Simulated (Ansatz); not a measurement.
`BOB[SiH3]` + H–F → `BOBF` + SiH₄ at 298.15 K and 1 bar (cleavage of the B–Si bond).

Calculated with Ansatz (gas phase, PBE0-D4/def2-TZVP geometries, no zero-point term in ΔE). CCSD(T)/CBS is the MP2 limit (def2-TZVPP, def2-QZVPP) plus CCSD(T) − MP2 in def2-TZVPP, frozen cores. This one scheme is used for every species. One conformer a species, not always the lowest.

| species | CCSD(T)/CBS energy (Eh) | H − E (kJ/mol) | S (J/(mol·K)) |
| --- | --- | --- | --- |
| `BOB[SiH3]` | -417.48760 | 184.9 | 337.9 |
| H–F | -100.39570 | 33.5 | 173.6 |
| `BOBF` | -226.48924 | 124.6 | 290.2 |
| SiH₄ | -291.46306 | 92.1 | 204.8 |

H − E and S are ideal-gas, rigid-rotor, harmonic terms from PBE0-D4/def2-TZVP, for one conformer and one mirror image of each species. 1 Eh = 2625.50 kJ/mol, R = 8.31446 J/(mol·K).

Task: By hand: ΔE, ΔH, ΔS and ΔG.

Result: ΔE = (-226.48924) + (-291.46306) − (-417.48760) − (-100.39570) = -0.06900 Eh = -181.2 kJ/mol. Δ(H − E) = 124.6 + 92.1 − 184.9 − 33.5 = -1.7, so ΔH = -182.9 kJ/mol. ΔS = 290.2 + 204.8 − 337.9 − 173.6 = -16.5 J/(mol·K). ΔG = -182.9 − 298.15 × (-16.5)/1000 = -178.0 kJ/mol.

Task: By hand: the equilibrium constant, and the temperature at which ΔG would vanish if ΔH and ΔS stayed fixed.

Result: log₁₀ K = −ΔG/(RT ln 10) = 31.2. ΔG = 0 at ΔH/ΔS = 11085 K, far beyond where these terms or the molecules hold.

ΔH outweighs TΔS. A doubt of 5 kJ/mol in ΔE shifts log₁₀ K by 0.9 here. Other conformers and mirror images would add mixing entropy, several J/(mol·K) or more a flexible species. Modes under 60 cm⁻¹, often nearly free rotors, make the harmonic entropy too high. These are equilibria of isolated gas molecules and say nothing of rates. Largest T1 diagnostic: 0.013 (customary marks: 0.02 for closed shells, 0.045 for open ones).
